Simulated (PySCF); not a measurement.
Predicted microwave data (PBE0/def2-SVPD in PySCF (dipole) on a GFN2-xTB geometry, gas phase) for one isomer of C5H4F4O:

| Property | Result |
| --- | --- |
| Rotational constants | A = 2087, B = 1073, C = 816.1 MHz |
| Dipole components | \|μa\| = 1.89 D, \|μb\| = 0.18 D, \|μc\| = 0.00 D |
| Inertial defect | -94.06 u·Å² |
| κ | -0.60 |

**Question.** Which candidate fits, each taken in the one conformer that was computed?
A. `FC1=C(C(F)(F)F)COC1`
B. `[CH2:1]=[C:2]([O:3][CH2:4][F:5])[C:6]([F:7])=[C:8]([F:9])[F:10]` with C1–C2–O3–C4 0°, C2–O3–C4–F5 180°, C1–C2–C6–F7 0°
C. `[CH2:1]=[C:2]([O:3]/[CH:4]=[CH:5]\[F:6])[C:7]([F:8])([F:9])[F:10]` with C1–C2–O3–C4 32°, C2–O3–C4–C5 29°
D. `[F:1][C@H:2]1[CH:3]=[C:4]([O:5][C:6]([F:7])([F:8])[F:9])[CH2:10]1` with C3–C4–O5–C6 1°
E. `[O:1]=[C:2]([F:3])[C:4]1([C:5]([F:6])([F:7])[F:8])[CH2:9][CH2:10]1` with O1–C2–C4–C5 180°

**Answer.** A. It is FC1=C(C(F)(F)F)COC1, an asymmetric top, point group Cs. The candidates at the same level (rigid rotor, commonest isotopes):

```
                 SMILES  A (MHz)  B (MHz)  C (MHz)  μa (D)  μb (D)  μc (D)  Δ (u·Å²)  point group                        rotor
  O=C(F)C1(C(F)(F)F)CC1     1914     1303    963.7    0.64    3.06    0.00   -127.40           Cs               asymmetric top
    FC1=C(C(F)(F)F)COC1     2087     1073    816.1    1.89    0.18    0.00    -94.06           Cs               asymmetric top
F[C@H]1C=C(OC(F)(F)F)C1     3514    688.9    660.0    0.74    0.96    1.16   -111.67           C1  near-prolate asymmetric top
   C=C(O/C=C\F)C(F)(F)F     2524    832.8    770.3    3.02    0.21    1.37   -150.91           C1  near-prolate asymmetric top
     C=C(OCF)C(F)=C(F)F     2046    843.5    599.6    1.41    2.11    0.00     -3.34           Cs               asymmetric top
```

`F[C@H]1C=C(OC(F)(F)F)C1` has A 68 % too high; `C=C(O/C=C\F)C(F)(F)F` has B 22 % too low; `C=C(OCF)C(F)=C(F)F` has C 27 % too low; `O=C(F)C1(C(F)(F)F)CC1` has B 21 % too high. In the right answer the mirror of this Cs structure is the ab plane, so μc vanishes by symmetry (the 0.01 D computed is a residue). No structure here is proved a minimum.
